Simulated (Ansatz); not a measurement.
Abridged output of a molecular run in Ansatz:

```
Functional definition: HF
1304 factors; integrals over basis functions are off by at most 1.2e-3 eV
mean field evaluation 1: about -26996.3927 eV, gradient 3.8e1 eV
mean field evaluation 2: about -26996.4006 eV, gradient 3.8e1 eV
mean field evaluation 4: about -26999.9880 eV, gradient 3.7e0 eV
mean field evaluation 8: about -27000.0425 eV, gradient 2.3e-4 eV
mean field -27000.04253430 eV, -992.2332618494 hartree, gradient 2.5e-6 eV, S^2 0.000000; 0 other end points of the search recorded, 0 dependent functions left out
16 core orbitals not correlated: weight in the atoms' cores, before any rotation towards them, 1.000 or more for the frozen orbitals, at most 0.000 for the correlated occupied ones
reference -27000.04253430 eV, -992.2332618494 hartree; 20, 20 occupied and 89, 89 virtual orbitals, 1304 factors
second order -17.62304490 eV of doubles, -0.00000000 eV of singles
cycle   1  -18.67351988 eV  change    -1.1e0 eV  update   1.0e-1
cycle   2  -19.20787396 eV  change   -5.3e-1 eV  update   3.2e-2
cycle   3  -19.30976076 eV  change   -1.0e-1 eV  update   1.5e-2
cycle   4  -19.30795778 eV  change    1.8e-3 eV  update   3.8e-3
cycle   5  -19.30658726 eV  change    1.4e-3 eV  update   1.6e-3
cycle   6  -19.30643459 eV  change    1.5e-4 eV  update   5.7e-4
cycle   7  -19.30623763 eV  change    2.0e-4 eV  update   2.4e-4
cycle   8  -19.30621202 eV  change    2.6e-5 eV  update   1.0e-4
cycle   9  -19.30624512 eV  change   -3.3e-5 eV  update   4.5e-5
perturbative correction -0.53450862 eV, -0.0196428295 hartree
Total energy: -27019.88328804 eV, -992.9623961009 hartree
```

Its atoms:

```xyz
12

C    -1.6321   -0.7066    0.3987
Si    0.1588   -0.3104    0.0421
O     1.1702   -1.0468    1.1265
S     0.4300   -1.1023   -1.9494
In    0.8356    2.1698    0.0069
H    -2.2922   -0.1820   -0.2963
H    -1.8244   -1.7797    0.3065
H    -1.8914   -0.3978    1.4141
H     1.1641   -2.0074    1.1429
H     1.7039   -0.6931   -2.0700
H     2.4402    2.5966   -0.4838
H    -0.2626    3.4596    0.3617
```

**Question.** Which basis set was used?
A. def2-TZVPP
B. def2-SVP
C. def2-TZVPPD
D. cc-pV(T+d)Z

**Answer.** B. It gives 125 functions.

**Question.** Write the keys of the input that set method, charge and spin (a neutral closed shell needs none for the last two).

**Answer.** 
```yaml
correlation: {method: ccsd_t}
```
